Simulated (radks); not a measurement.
The numbers below are computed, except where a source is named.
The barium ion Ba+, [Xe] 6s1. Level of theory: non-relativistic Kohn-Sham, r2SCAN, spin-polarised, spherical densities, point nucleus; meta-GGA in the generalised Kohn-Sham scheme (a radial shooting solver on a logarithmic mesh with Libxc functionals). Every spin shell is full or empty, so the densities are truly spherical. Functionals are evaluated on that one density, not self-consistently. Rank these orbital-free kinetic functionals by their error against the exact value of the orbitals, and give that value: Thomas-Fermi, von Weizsacker, TF + vW, TF + vW/9, TF + vW/5, LC94, APBEK, revAPBEK, Perdew 92, Pearson, Ernzerhof.

Answer. Exact: 7883.46 hartree. From best to worst, with 100 (|E| - |E exact|)/|E exact| (equal figures are ties): LC94 +0.05, APBEK +0.09, revAPBEK +0.26, Ernzerhof -0.43, Perdew 92 -0.68, TF + vW/9 -0.69, Pearson -0.91, TF + vW/5 +2.87, Thomas-Fermi -5.14, TF + vW +34.93, von Weizsacker -59.93.
